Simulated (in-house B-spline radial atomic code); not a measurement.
Spin-orbit splittings of orbital energies (j = l + 1/2 less j = l - 1/2) and ratios of mean radii (lower j over upper j) along the 10-electron series, configuration [He] 2s2 2p6. Computed with a B-spline radial code for spherical atoms: Dirac-Hartree-Fock, average of the configuration, finite nuclei.

```csv
ion,Z,splitting of 2p (eV),radius ratio of 2p
Ne,10,0.12414,0.99722
Mg2+,12,0.31589,0.99698
Al3+,13,?,?
Si4+,14,?,?
P5+,15,0.97554,0.99578
S6+,16,1.3399,0.99527
Cl7+,17,?,?
Ar8+,18,2.3679,0.99412
K9+,19,3.0634,0.99349
Ca10+,20,3.903,0.99281
Sc11+,21,4.9058,0.9921
Ti12+,22,6.0919,0.99135
```

(1) Fill in the row of Al3+.

(2) Fill in the row of Si4+.

(3) Fill in the row of Cl7+.

(4) With what power of Z does the column «splitting of 2p (eV)» change over this range?

Results:

(1) splitting of 2p (eV): 0.47582; radius ratio of 2p: 0.99664.

(2) splitting of 2p (eV): 0.69182; radius ratio of 2p: 0.99624.

(3) splitting of 2p (eV): 1.7989; radius ratio of 2p: 0.99472.

(4) A fit of the logarithm of its size against log Z from Z = 10 to 22 has slope 4.93. An unscreened hydrogenic electron would give 4 at low Z; screening makes the apparent power larger near the neutral end, and relativity raises it again at high Z.
